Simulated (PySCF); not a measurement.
Molecule: sum formula BNH₅ (charge 0, doublet). It need not be the lowest isomer of its formula. 
Structure (B3LYP-D3(BJ)/def2-TZVP (Ansatz) minimum search):
```
B
N 1 1.4529
H 2 1.0091 1 123.80
H 2 1.0095 3 113.27 1 -180.00
H 1 1.1952 2 115.55 3 0.00
H 1 1.2537 5 115.75 2 130.23
H 1 1.2537 5 115.75 6 99.53
```
Charge 0, spin multiplicity 2.

Dispersion corrections to the total energy (kcal/mol) from the dftd3 and dftd4 libraries through PySCF: D3(BJ) without and D4 with the three-body term, each with the damping fitted for the functional named.

```
functional  D3(BJ)     D4
----------  ------  -----
PBE0         -1.39  -1.10
B2PLYP       -1.23  -0.93
TPSS             …  -1.85
B2GP-PLYP    -0.84  -0.54
r2SCAN           …  -0.32
TPSSh        -1.85  -1.66
LC-wPBE          …  -1.49
```

Task: Fill in the missing entries.

Result: 
- TPSS, D3(BJ): -2.07
- r2SCAN, D3(BJ): -0.43
- LC-wPBE, D3(BJ): -1.43
